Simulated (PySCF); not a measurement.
A calculated (PBE, PySCF 2.14, aug-cc-pVTZ with one added diffuse shell each of s, p, d, f type, no relativity, point nucleus) atom or ion has these occupied shells.

| shell | electrons | orbital energy (eV) | rms radius, mean of both spins (bohr) |
| --- | --- | --- | --- |
| 1s α | 1 | -108.14 | 0.489 |
| 1s β | 1 | -107.73 | 0.489 |
| 2p α | 2 | -3.416 | 3.22 |

Task: Name the element and its charge.

Result: Be (beryllium, neutral), in [He] 2p2, high-spin 3P determinant (an excited configuration).
